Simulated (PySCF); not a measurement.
## Dipole response of Zn(2+) (zinc, charge +2)

[Ar] 3d10, closed-shell 1S. All numbers are calculated (PySCF 2.14, scalar relativity by spin-free X2C-1e, in aug-cc-pwCVTZ-DK). Coupled (time-dependent) response in atomic units; α is the mean over directions.

```json
{"method": "UHF", "mean α (bohr³)": "2.196", "C₆ (like pair)": "5.734", "S(−4)": "1.964"}
{"method": "PBE", "mean α (bohr³)": "2.819", "C₆ (like pair)": "7.515", "S(−4)": "4.311"}
{"method": "PBE0", "mean α (bohr³)": "2.608", "C₆ (like pair)": "6.919", "S(−4)": "3.356"}
```

S(−4) is the Cauchy moment in α(ω) = α(0) + S(−4) ω² + …

α(iu) at PBE:

```json
{"u (hartree)": "0", "α(iu) (bohr³)": "2.819"}
{"u (hartree)": "0.0500", "α(iu) (bohr³)": "2.809"}
{"u (hartree)": "0.100", "α(iu) (bohr³)": "2.778"}
{"u (hartree)": "0.200", "α(iu) (bohr³)": "2.664"}
{"u (hartree)": "0.300", "α(iu) (bohr³)": "2.507"}
{"u (hartree)": "0.500", "α(iu) (bohr³)": "2.169"}
{"u (hartree)": "0.750", "α(iu) (bohr³)": "1.817"}
{"u (hartree)": "1.00", "α(iu) (bohr³)": "1.556"}
{"u (hartree)": "1.50", "α(iu) (bohr³)": "1.195"}
{"u (hartree)": "2.00", "α(iu) (bohr³)": "0.9491"}
{"u (hartree)": "3.00", "α(iu) (bohr³)": "0.6373"}
{"u (hartree)": "5.00", "α(iu) (bohr³)": "0.3451"}
```

For an ion, C₆ is the dispersion term alone; charge-induced terms of lower order in 1/R come first.
